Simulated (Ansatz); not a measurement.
Task: Name a neutral molecule of C, O, Si and H with HOMO energy (ωB97M-V/def2-TZVPP) between -9.60 and -9.30 eV and size of the dipole moment (B3LYP/def2-TZVPP) between 1.85 and 2.15 D (Ansatz, PBE0-D4/def2-TZVP geometry).

Result: `C[SiH](C)CO` (-9.56 eV, 2.07 D); `C=C(O)[SiH2]O` (-9.32 eV, 2.03 D); `O=C[SiH2]O[SiH3]` (-9.53 eV, 1.89 D); `O=C[SiH]([SiH3])[SiH3]` (-9.32 eV, 2.06 D). Other molecules can fit too; these were computed, each in one conformer that needn't be the lowest.

B3LYP here is the variant with VWN-RPA as its local correlation; programs differ in this.
